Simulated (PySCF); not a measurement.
Species: C2H12BNSi2.
InChI=1S/C2H12BNSi2/c1-3(2)4(5)6/h1-2,5-6H3

Torsions of this conformer, `[CH3:1][B:2]([CH3:3])[N:4]([SiH3:5])[SiH3:6]`: C1–B2–N4–Si5 178°.

The closed-shell ground state was solved at several levels (PySCF, density fitting, gas phase, non-relativistic). Isolated species at its PBE0-D3(BJ)/def2-SVP geometry, gas phase.

```
           level  basis functions  total energy (Eh)  HOMO (eV)  LUMO (eV)  gap (eV)  dipole (D)
wB97X-D/pcSseg-1              176          -742.0080      -9.87       1.87     11.74        0.24
   PBE0/pcSseg-1              176          -741.6105      -8.02       0.04      8.06        0.25
```

(1) Estimate the row for wB97X-D/def2-SVPD, a basis of 224 functions; the other rows only guide the guess.

(2) Over all these levels, which gives the widest orbital gap and which the narrowest?

(3) How far do the dipole and the HOMO energy spread over the levels?

Answers

(1) Total energy -741.7595 Eh, HOMO -9.84 eV, LUMO 1.60 eV, gap 11.44 eV, dipole 0.36 D.

(2) wB97X-D/pcSseg-1 (range-separated hybrid) has the widest, 11.74 eV, and PBE0/pcSseg-1 (global hybrid, 25 % exact exchange) the narrowest, 8.06 eV. The two share the basis. From the narrowest to the widest the HOMO moves by -1.85 eV and the LUMO by +1.83 eV.

(3) The dipole runs from 0.24 to 0.36 D (mean 0.28 D) and the HOMO from -9.87 to -8.02 eV.

wB97X-D is run here without its empirical dispersion term; that term would change no orbital, density or response property at a fixed geometry.
